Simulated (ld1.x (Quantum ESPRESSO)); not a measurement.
**What one change does to a pseudopotential (Cl, PAW)**

Cl, PAW, made with ld1.x (Quantum ESPRESSO) 7.5 (PBE, non-relativistic). Core [Ne], reference 3s2 3p5. Waves: 3s (bound): rcut 0.95, rcutus 1.25 bohr; 3s channel at 0.5 Ry: rcut 0.95, rcutus 1.25 bohr; 3p (bound): rcut 1.30, rcutus 1.45 bohr; 3p channel at 4.1 Ry: rcut 1.30, rcutus 1.45 bohr; 3d channel at 0.3 Ry: rcut 0.90, rcutus 1.10 bohr; 3d channel at 2.3 Ry: rcut 0.90, rcutus 1.10 bohr. Local part: all-electron potential smoothed inside 0.85 bohr (lloc = -2). Core correction: a·sin(br)/r model core, default radius (ld1.x builds one for every PAW set, though the input has nlcc=.false.). Augmentation charge: PSQ, inside the norm-conserving radii.

Change: wave 3p channel at 4.1 Ry: rcut 1.30, rcutus 1.45 bohr becomes 3p channel at -0.05 Ry: rcut 1.30, rcutus 1.45 bohr.

Cutoffs: the cutoffs (Ry, on a coarse ladder) from which the occupation-weighted sum of valence levels, in a spherical-Bessel basis at the reference potential, stays within 10 and 1 mRy of its value at 400 Ry; they do not see the model core or the augmentation charge, which bear on the density cutoff. Errors are all-electron minus pseudo energies relative to the spin-unpolarised reference configuration.

Q: Predict the effect on cutoff, ghosts and configuration errors.

A: The potential gets neither clearly harder nor softer (30 Ry and 45 Ry → 30 Ry and 45 Ry); of the 7 tests that both files solve, the error grows in 3 and shrinks in 0 by more than 15 % and 0.3 meV (median size 1.3 → 2.3 meV); neither file shows a bound ghost.

| quantity | base | changed |
| --- | --- | --- |
| cutoff, loose | 30 Ry | 30 Ry |
| cutoff, tight | 45 Ry | 45 Ry |
| bound ghosts | none | none |
| error for 3s2 3p4, meV [ΔE 13.89 eV] | +0.4 | +0.2 |
| error for 3s2 3p3, meV [ΔE 39.35 eV] | -1.3 | -2.4 |
| error for 3s2 3p2, meV [ΔE 77.66 eV] | -11 | -14 |
| error for 3s2 3p4.5, meV [ΔE 5.59 eV] | +0.2 | +0.2 |
| error for 3s2 3p5.3, meV [ΔE -2.14 eV] | -0.1 | -0.1 |
| error for 3s1 3p5, meV [ΔE 26.41 eV] | +1.8 | +2.3 |
| error for 3s1 3p6, meV [ΔE 11.97 eV] | +2.2 | +2.5 |
| s: phases at 1.60 bohr within 0.05 rad from the reference energy up to (Ry; the scan ends near 5) | to the end of the scan | to the end of the scan |
| p: phases at 1.60 bohr within 0.05 rad from the reference energy up to (Ry; the scan ends near 5) | to the end of the scan | to the end of the scan |
| d: phases at 1.60 bohr within 0.05 rad from the reference energy up to (Ry; the scan ends near 5) | to the end of the scan | to the end of the scan |
| lowest overlap eigenvalue by channel | s 0.46, p 0.70, d 0.96 | s 0.46, p 0.74, d 0.96 |
